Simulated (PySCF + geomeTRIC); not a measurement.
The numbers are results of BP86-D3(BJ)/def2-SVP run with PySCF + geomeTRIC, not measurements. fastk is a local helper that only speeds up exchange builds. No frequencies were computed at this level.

```python
import json, numpy as np
from pyscf import gto, dft
from fastk import lowrank_exchange
atoms = """
Ti     0.000189     0.002191     0.001036
C     -1.871231     0.574064    -0.683694
H     -2.051622     0.196439    -1.703813
H     -1.968537     1.671884    -0.709460
H     -2.669525     0.180146    -0.033543
C      1.466437     0.970841    -1.099127
H      2.468074     0.581199    -0.854400
H      1.467961     2.054241    -0.896238
H      1.306653     0.831488    -2.180992
C      0.189456     0.504700     2.003490
H      1.195380     0.258936     2.381371
H     -0.543639    -0.039782     2.620905
H      0.025703     1.583430     2.160419
C      0.215431    -2.047873    -0.219727
H     -0.610815    -2.588529     0.270307
H      1.159592    -2.399279     0.227590
H      0.220487    -2.334095    -1.284124
"""
def scf(charge, spin, dm0=None):
    mol = gto.M(atom=atoms, basis='def2-svp', ecp={}, charge=charge, spin=spin, verbose=3, max_memory=10080)
    mf = dft.KS(mol, xc='bp86').density_fit(auxbasis="def2-universal-jkfit")
    mf.disp = 'd3bj'
    mf.grids.level = 3
    mf.conv_tol = 1e-8
    mf.max_cycle = 120
    mf.level_shift = 0.25
    mf.kernel(dm0)
    if not mf.converged:
        mf = mf.newton().run(mf.mo_coeff, mf.mo_occ).undo_soscf()
    return mf
mf = scf(0, 0)
from pyscf.geomopt.geometric_solver import kernel as optimize
path = []
done, mol = optimize(mf, maxsteps=120, assert_convergence=False, callback=lambda env: path.append((env["energy"], bool(env["g_scanner"].converged))))
res = dict(converged=bool(done and path[-1][1]), energy=path[-1][0], path=[e for e, c in path], xyz=mol.atom_coords(unit="Angstrom").tolist(), nao=mol.nao)
json.dump(res, open("result.json", "w"))
```

Output:

```
converged SCF energy = -1008.99453393311
Geometry optimization cycle 1
converged SCF energy = -1008.99453393722
cycle 1: E = -1008.99453394  dE = -1008.99  norm(grad) = 0.0270495
Geometry optimization cycle 2
converged SCF energy = -1008.99586945267
cycle 2: E = -1008.99586945  dE = -0.00133552  norm(grad) = 0.00542027
Geometry optimization cycle 3
converged SCF energy = -1008.99592875801
cycle 3: E = -1008.99592876  dE = -5.93053e-05  norm(grad) = 0.00288161
Geometry optimization cycle 4
converged SCF energy = -1008.99594897304
cycle 4: E = -1008.99594897  dE = -2.0215e-05  norm(grad) = 0.000286804
Geometry optimization cycle 5
converged SCF energy = -1008.99595116051
cycle 5: E = -1008.99595116  dE = -2.18747e-06  norm(grad) = 0.000353814
Geometry optimization cycle 6
converged SCF energy = -1008.99597717546
cycle 6: E = -1008.99597718  dE = -2.6015e-05  norm(grad) = 0.00319976
Geometry optimization cycle 7
converged SCF energy = -1008.99603886451
cycle 7: E = -1008.99603886  dE = -6.1689e-05  norm(grad) = 0.00818076
Geometry optimization cycle 8
converged SCF energy = -1008.99607108161
cycle 8: E = -1008.99607108  dE = -3.22171e-05  norm(grad) = 0.0158529
Geometry optimization cycle 9
converged SCF energy = -1008.99619498018
cycle 9: E = -1008.99619498  dE = -0.000123899  norm(grad) = 0.0100945
Geometry optimization cycle 10
converged SCF energy = -1008.9963341792
cycle 10: E = -1008.99633418  dE = -0.000139199  norm(grad) = 0.00501473
Geometry optimization cycle 11
converged SCF energy = -1008.99645184692
cycle 11: E = -1008.99645185  dE = -0.000117668  norm(grad) = 0.00229399
Geometry optimization cycle 12
converged SCF energy = -1008.99646497189
cycle 12: E = -1008.99646497  dE = -1.3125e-05  norm(grad) = 0.0016366
Geometry optimization cycle 13
converged SCF energy = -1008.99648915641
cycle 13: E = -1008.99648916  dE = -2.41845e-05  norm(grad) = 0.000454583
Geometry optimization cycle 14
converged SCF energy = -1008.99649019691
cycle 14: E = -1008.9964902  dE = -1.04049e-06  norm(grad) = 0.00040691
Geometry optimization cycle 15
converged SCF energy = -1008.99649060077
cycle 15: E = -1008.9964906  dE = -4.03861e-07  norm(grad) = 0.000251884
Geometry optimization cycle 16
converged SCF energy = -1008.996490923
cycle 16: E = -1008.99649092  dE = -3.22235e-07  norm(grad) = 6.32063e-05
Geometry optimization cycle 17
converged SCF energy = -1008.99649102849
cycle 17: E = -1008.99649103  dE = -1.05491e-07  norm(grad) = 8.56711e-05
Geometry optimization cycle 18
converged SCF energy = -1008.99649111791
cycle 18: E = -1008.99649112  dE = -8.94177e-08  norm(grad) = 0.000135448
Geometry optimization cycle 19
converged SCF energy = -1008.99649116545
cycle 19: E = -1008.99649117  dE = -4.75403e-08  norm(grad) = 0.000210274
Geometry optimization cycle 20
converged SCF energy = -1008.99649119718
cycle 20: E = -1008.9964912  dE = -3.17265e-08  norm(grad) = 0.000216053
Geometry optimization cycle 21
converged SCF energy = -1008.9964914726
cycle 21: E = -1008.99649147  dE = -2.75417e-07  norm(grad) = 0.000106906
<class 'geometric.internal.Distance'> : 16
<class 'geometric.internal.Angle'> : 30
<class 'geometric.internal.Dihedral'> : 36
<class 'geometric.internal.TranslationX'> : 1
<class 'geometric.internal.TranslationY'> : 1
<class 'geometric.internal.TranslationZ'> : 1
<class 'geometric.internal.RotationA'> : 1
<class 'geometric.internal.RotationB'> : 1
<class 'geometric.internal.RotationC'> : 1
Step    0 : Gradient = 6.560e-03/7.592e-03 (rms/max) Energy = -1008.9945339372
Step    1 : Displace = 1.788e-02/2.159e-02 (rms/max) Trust = 1.000e-01 (=) Grad = 1.315e-03/2.497e-03 (rms/max) E (change) = -1008.9958694527 (-1.336e-03) Quality = 1.046
Step    2 : Displace = 3.166e-03/4.097e-03 (rms/max) Trust = 1.414e-01 (+) Grad = 6.989e-04/1.247e-03 (rms/max) E (change) = -1008.9959287580 (-5.931e-05) Quality = 1.455
Step    3 : Displace = 4.088e-03/5.607e-03 (rms/max) Trust = 2.000e-01 (+) Grad = 6.956e-05/8.878e-05 (rms/max) E (change) = -1008.9959489730 (-2.022e-05) Quality = 1.061
Step    4 : Displace = 1.656e-03/2.241e-03 (rms/max) Trust = 2.828e-01 (+) Grad = 8.581e-05/1.382e-04 (rms/max) E (change) = -1008.9959511605 (-2.187e-06) Quality = 1.736
Step    5 : Displace = 2.471e-02/3.336e-02 (rms/max) Trust = 3.000e-01 (+) Grad = 7.761e-04/1.237e-03 (rms/max) E (change) = -1008.9959771755 (-2.601e-05) Quality = 1.478
Step    6 : Displace = 6.926e-02/9.292e-02 (rms/max) Trust = 3.000e-01 (=) Grad = 1.984e-03/3.090e-03 (rms/max) E (change) = -1008.9960388645 (-6.169e-05) Quality = 1.527
Step    7 : Displace = 1.658e-01/2.216e-01 (rms/max) Trust = 3.000e-01 (=) Grad = 3.845e-03/5.896e-03 (rms/max) E (change) = -1008.9960710816 (-3.222e-05) Quality = 0.350
Step    8 : Displace = 6.108e-02/8.272e-02 (rms/max) Trust = 3.000e-01 (=) Grad = 2.448e-03/3.794e-03 (rms/max) E (change) = -1008.9961949802 (-1.239e-04) Quality = 1.275
Step    9 : Displace = 2.453e-02/3.234e-02 (rms/max) Trust = 3.000e-01 (=) Grad = 1.216e-03/1.912e-03 (rms/max) E (change) = -1008.9963341792 (-1.392e-04) Quality = 1.617
Step   10 : Displace = 9.931e-02/1.283e-01 (rms/max) Trust = 3.000e-01 (=) Grad = 5.564e-04/9.584e-04 (rms/max) E (change) = -1008.9964518469 (-1.177e-04) Quality = 0.959
Step   11 : Displace = 7.277e-03/1.070e-02 (rms/max) Trust = 3.000e-01 (=) Grad = 3.969e-04/7.033e-04 (rms/max) E (change) = -1008.9964649719 (-1.312e-05) Quality = 1.762
Step   12 : Displace = 1.376e-02/2.705e-02 (rms/max) Trust = 3.000e-01 (=) Grad = 1.103e-04/2.731e-04 (rms/max) E (change) = -1008.9964891564 (-2.418e-05) Quality = 1.059
Step   13 : Displace = 6.279e-03/8.919e-03 (rms/max) Trust = 3.000e-01 (=) Grad = 9.869e-05/2.275e-04 (rms/max) E (change) = -1008.9964901969 (-1.040e-06) Quality = 0.913
Step   14 : Displace = 3.624e-03/4.844e-03 (rms/max) Trust = 3.000e-01 (=) Grad = 6.109e-05/1.504e-04 (rms/max) E (change) = -1008.9964906008 (-4.039e-07) Quality = 0.687
Step   15 : Displace = 1.109e-03/2.087e-03 (rms/max) Trust = 3.000e-01 (=) Grad = 1.533e-05/3.397e-05 (rms/max) E (change) = -1008.9964909230 (-3.222e-07) Quality = 0.803
Step   16 : Displace = 1.398e-03/2.125e-03 (rms/max) Trust = 3.000e-01 (=) Grad = 2.078e-05/4.416e-05 (rms/max) E (change) = -1008.9964910285 (-1.055e-07) Quality = 0.630
Step   17 : Displace = 1.522e-03/2.365e-03 (rms/max) Trust = 3.000e-01 (=) Grad = 3.285e-05/8.679e-05 (rms/max) E (change) = -1008.9964911179 (-8.942e-08) Quality = 0.764
Step   18 : Displace = 2.727e-03/4.449e-03 (rms/max) Trust = 3.000e-01 (=) Grad = 5.100e-05/1.402e-04 (rms/max) E (change) = -1008.9964911655 (-4.754e-08) Quality = 0.177
Step   19 : Displace = 1.367e-03/2.183e-03 (rms/max) Trust = 1.363e-03 (-) Grad = 5.240e-05/1.478e-04 (rms/max) E (change) = -1008.9964911972 (-3.173e-08) Quality = 0.078
Step   20 : Displace = 7.424e-04/1.401e-03 (rms/max) Trust = 6.817e-04 (-) Grad = 2.593e-05/7.150e-05 (rms/max) E (change) = -1008.9964914726 (-2.754e-07) Quality = 0.552
Converged! =D
```

Cost: about 8 core-minutes (a rough figure).
